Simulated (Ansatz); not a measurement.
The cluster Zr₃O₇H₂. Charge 0, multiplicity 1. Geometry PBE0-D4/def2-SVP.

```xyz
12

Zr   -0.934    1.531   -0.915
Zr   -1.083   -0.553    1.421
Zr    1.206   -0.759   -0.591
O    -2.213    1.127    0.820
O     0.411    0.626    0.691
O    -0.112   -1.884    0.387
O    -2.438   -0.025   -0.076
O     0.282    0.223   -1.938
O     3.103   -1.152   -0.686
O    -0.931    3.183   -1.491
H     4.042   -1.250   -0.846
H    -1.331   -1.068    3.223
```

In the def2 sets Zr takes a core potential; there is no spin–orbit coupling. The structure holds one bond between oxygen atoms, so isomers without such links may lie far lower. No other spin state of charge 0 was run. Another isomer (singlet) lies 0.03 eV lower at PBE0-D4/def2-TZVP; other spin states weren't run for this one.

Estimate the orbital energies around the gap (eV) in Ansatz with PBE-D4/def2-TZVP, r2SCAN-D4/def2-TZVP, B97M-V/def2-TZVP, PBE0-D4/def2-TZVP.


```csv
orbital,PBE-D4/def2-TZVP,r2SCAN-D4/def2-TZVP,B97M-V/def2-TZVP,PBE0-D4/def2-TZVP
HOMO−5,-7.76,-8.08,-8.17,-9.30
HOMO−4,-7.31,-7.63,-7.73,-8.87
HOMO−3,-6.98,-7.25,-7.28,-8.43
HOMO−2,-6.86,-7.16,-7.22,-8.32
HOMO−1,-6.75,-7.05,-7.09,-8.18
HOMO,-6.50,-6.79,-6.88,-8.00
LUMO,-2.94,-2.71,-2.88,-2.13
LUMO+1,-2.69,-2.47,-2.55,-1.82
LUMO+2,-2.60,-2.37,-2.44,-1.71
LUMO+3,-2.35,-2.09,-2.19,-1.44
LUMO+4,-2.22,-1.96,-2.04,-1.32
LUMO+5,-2.14,-1.91,-1.98,-1.24
```
